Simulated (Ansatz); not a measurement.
C₂H₈BClSi, SMILES `CB[SiH](C)Cl` at its PBE0-D4/def2-TZVP geometry, where that method's forces vanish. Charge 0, multiplicity 1.

```tsv
atom	x (Å)	y (Å)	z (Å)
C1	0.0006	-1.4178	1.7847
B2	-0.4748	-0.1444	1.0485
Si3	0.5525	0.7473	-0.4384
C4	-0.4401	0.9000	-2.0153
Cl5	2.2844	-0.3222	-0.8693
H6	0.5725	-1.0042	2.6365
H7	0.7043	-2.0446	1.2343
H8	-0.7930	-2.0210	2.2306
H9	-1.4833	0.4035	1.4085
H10	1.0103	2.1002	-0.0095
H11	-1.3347	1.5028	-1.8373
H12	0.1535	1.3817	-2.7948
H13	-0.7521	-0.0813	-2.3787
```

For each bond, give half the difference of the two atoms' forces along it (eV/Å; positive pushes the atoms apart) under PBE-D4, r2SCAN-D4, B3LYP-D4, ωB97M-V in def2-TZVPP. (Estimate.)

The calculation gave: 
| bond | length (Å) | PBE-D4 | r2SCAN-D4 | B3LYP-D4 | ωB97M-V |
| --- | --- | --- | --- | --- | --- |
| C1–B2 | 1.546 | -0.06 | 0.02 | 0.09 | 0.13 |
| C1–H6 | 1.106 | 0.17 | 0.01 | -0.03 | -0.05 |
| C1–H7 | 1.091 | 0.13 | -0.01 | -0.04 | -0.06 |
| C1–H8 | 1.092 | 0.13 | -0.01 | -0.03 | -0.07 |
| B2–Si3 | 2.015 | -0.14 | -0.04 | -0.03 | -0.01 |
| B2–H9 | 1.203 | 0.09 | -0.02 | -0.14 | -0.14 |
| Si3–C4 | 1.870 | 0.05 | 0.02 | 0.09 | 0.01 |
| Si3–Cl5 | 2.081 | 0.18 | 0.06 | 0.21 | 0.10 |
| Si3–H10 | 1.491 | 0.11 | -0.01 | -0.13 | -0.16 |
| C4–H11 | 1.093 | 0.09 | -0.02 | -0.05 | -0.04 |
| C4–H12 | 1.092 | 0.11 | -0.01 | -0.05 | -0.05 |
| C4–H13 | 1.092 | 0.10 | -0.01 | -0.04 | -0.03 |

B3LYP here is the variant with VWN-RPA as its local correlation; programs differ in this.

Results of the Gaussian-basis code of Ansatz.
